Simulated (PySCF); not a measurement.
Ranking problems on computed properties.

All species are isolated and taken at one optimised geometry, non-relativistic unless stated; the electronic structure was computed with PySCF and density fitting.

Dipoles, sizes and rotational constants follow the conformer. The torsions of the flexible species, by atom-mapped SMILES:
- `[CH3:1][O:2][CH2:3][CH2:4][S:5](=[O:6])(=[O:7])[Cl:8]`: C1–O2–C3–C4 -149°, O2–C3–C4–S5 43°, C3–C4–S5–O6 -97°
- `[O:1]=[C:2]([Cl:3])/[CH:4]=[C:5](/[F:6])[Cl:7]`: O1–C2–C4–C5 0°
- `[CH3:1][C:2]#[C:3][PH:4][CH:5]1[CH2:6][CH2:7]1`: C3–P4–C5–C6 97°
- `[CH3:1][C:2]#[C:3][P@@H+:4]([CH3:5])[CH2:6][CH3:7]`: C3–P4–C6–C7 176°
- `[CH2:1]=[C:2]([CH3:3])[PH2+:4][CH:5]1[CH2:6][CH2:7]1`: C1–C2–P4–C5 3°, C2–P4–C5–C6 -152°
- `[CH3:1][CH2:2][C:3]1=[CH:4][P@@H+:5]1[CH2:6][CH3:7]`: C1–C2–C3–C4 -134°, C4–P5–C6–C7 80°
- `[CH3:1][O:2][c:3]1[cH:4][cH:5][n:6][n:7][n:8]1`: C1–O2–C3–C4 180°
- `[H]/[N:1]=[CH:2]\[SiH2:3][C:4]#[C:5][SiH3:6]`: N1–C2–Si3–C4 0°

The conformers of `C=PC1=CCCC1` aren't listed.

(1) Rank by dipole moment, lowest first (CAM-B3LYP/def2-SVPD at GFN2-xTB geometries).
A. `C[C@H]1[SiH2]C=C1C#CC#N`
B. `CC#CPC1CC1`
C. `CC1C=CPC=C1`
D. `COCCS(=O)(=O)Cl`
E. `O=C(Cl)/C=C(/F)Cl`

(2) Give the two extremes of that set in atomic units.

(3) Rank by lowest singlet excitation, lowest first (TDDFT CAM-B3LYP/def2-SVPD at GFN2-xTB geometries).
A. `C[C@H]1[SiH2]C=C1C#CC#N`
B. `P(C1=CCCC1)=C`
C. `COCCS(=O)(=O)Cl`
D. `C1=CPC=CC1C`
E. `CC#C[P@@H+](C)CC`
F. `CC#CPC1CC1`

(4) Rank by static isotropic polarisability, highest first (CAM-B3LYP/def2-SVPD at GFN2-xTB geometries).
A. `C=PC1=CCCC1`
B. `COCCS(=O)(=O)Cl`
C. `C[C@H]1[SiH2]C=C1C#CC#N`
D. `C=C(C)[PH2+]C1CC1`
E. `O=C(Cl)/C=C(/F)Cl`
F. `C([P@H+](C)C#CC)C`

(5) Rank by smallest rotational constant, highest first (GFN2-xTB).
A. `C=C=CC#N`
B. `CC1C=CPC=C1`
C. `C(#C[SiH2]/C=N\[H])[SiH3]`
D. `CCC1=C[P@@H+]1CC`
E. `C=C(C)[PH2+]C1CC1`
F. `C[C@H]1[SiH2]C=C1C#CC#N`
G. `O(c1ccnnn1)C`
H. `CC#C[P@@H+](C)CC`

(6) Rank by lowest triplet excitation (Tamm–Dancoff), highest first (TDA CAM-B3LYP/def2-SVPD at GFN2-xTB geometries).
A. `C=PC1=CCCC1`
B. `C[C@H]1[SiH2]C=C1C#CC#N`
C. `COCCS(=O)(=O)Cl`
D. `CC#C[P@@H+](C)CC`
E. `ClC(/C=C(\Cl)F)=O`
F. `C=C(C)[PH2+]C1CC1`

(7) Rank by electronic spatial extent ⟨r²⟩ about the centre of nuclear charge, highest first (CAM-B3LYP/def2-SVPD at GFN2-xTB geometries).
A. `CC#C[P@@H+](C)CC`
B. `F/C(=C/C(=O)Cl)Cl`
C. `COCCS(=O)(=O)Cl`
D. `C[C@H]1[SiH2]C=C1C#CC#N`

(8) By how much do the two ends of that ranking differ?

Answers

(1) C (1.13 D), B (1.51 D), E (2.04 D), D (4.95 D), A (5.33 D).

(2) `CC1C=CPC=C1`: 0.44 au; `C[C@H]1[SiH2]C=C1C#CC#N`: 2.10 au.

(3) A (4.43 eV), B (4.55 eV), F (5.54 eV), D (5.69 eV), E (5.80 eV), C (6.15 eV).

(4) C (122.3 au), A (96.5 au), F (91.6 au), D (86.0 au), B (82.7 au), E (70.7 au).

(5) A (2.538 GHz), B (1.707 GHz), G (1.317 GHz), E (1.064 GHz), D (0.977 GHz), H (0.845 GHz), C (0.762 GHz), F (0.531 GHz).

(6) C (5.49 eV), D (4.87 eV), F (4.22 eV), E (3.48 eV), B (2.97 eV), A (2.65 eV).

(7) D (1989 bohr²), A (1409 bohr²), C (1313 bohr²), B (1267 bohr²).

(8) By 722 bohr², between `C[C@H]1[SiH2]C=C1C#CC#N` and `O=C(Cl)/C=C(/F)Cl`.
